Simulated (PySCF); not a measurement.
methyltin triiodide (CH3I3Sn), SMILES [I][Sn]([I])([I])[CH3].

Coordinates come from a B3LYP-D3(BJ)/def2-SVP optimisation. The def2 effective core potentials stand for the cores of I, Sn; spin–orbit coupling is left out.

Two levels are set side by side: PBE/def2-TZVP (PySCF) and HF/def2-TZVP (PySCF). Same geometry, gas phase. Differences are taken from unrounded values.

| quantity | PBE |
|---|---|
| orbital gap (eV) | 2.78 |
| highest occupied level (eV) | -6.51 |
| lowest empty level (eV) | -3.73 |
| dipole moment (D) | 2.30 |
| mean polarisability (bohr³) | 164.5 |

Q: These are the PBE values. What does HF give? (An estimate is asked for; the answer gives what the named calculation found.)

A: 
| quantity | HF | PBE minus HF |
|---|---|---|
| orbital gap (eV) | 10.32 | -7.54 |
| highest occupied level (eV) | -10.13 | 3.62 |
| lowest empty level (eV) | 0.18 | -3.92 |
| dipole moment (D) | 2.54 | -0.24 |
| mean polarisability (bohr³) | 149.8 | 14.8 |

PBE's occupied levels lie high since its potential decays too fast outside the molecule; exact exchange lowers them and widens the gap. Loosely held outer electrons make PBE densities more polarisable. Differences between two approximate levels are no errors against the true value.

Rough cost on one machine, each run with all the roots and properties that it gave: HF against PBE about 1/2.
